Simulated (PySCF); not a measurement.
A structure optimised at PBE-D3(BJ)/def2-SVP, used in a PySCF frequency run:

```
Sn
F 1 1.9802
H 1 1.7212 2 106.27
N 1 2.0516 3 113.34 2 -117.77
H 4 1.0298 1 110.66 3 90.03
H 4 1.0300 5 106.45 1 -118.77
N 1 2.0526 3 112.07 2 121.22
H 7 1.0294 1 110.79 3 -41.19
H 7 1.0297 8 106.25 1 120.24
```
Charge 0, spin multiplicity 1.

Write its SMILES and formula.

[NH2][SnH]([NH2])[F], FH5N2Sn

What are its rotational constants (standard atomic weights)?

4.3105, 4.1060, 2.6679 GHz
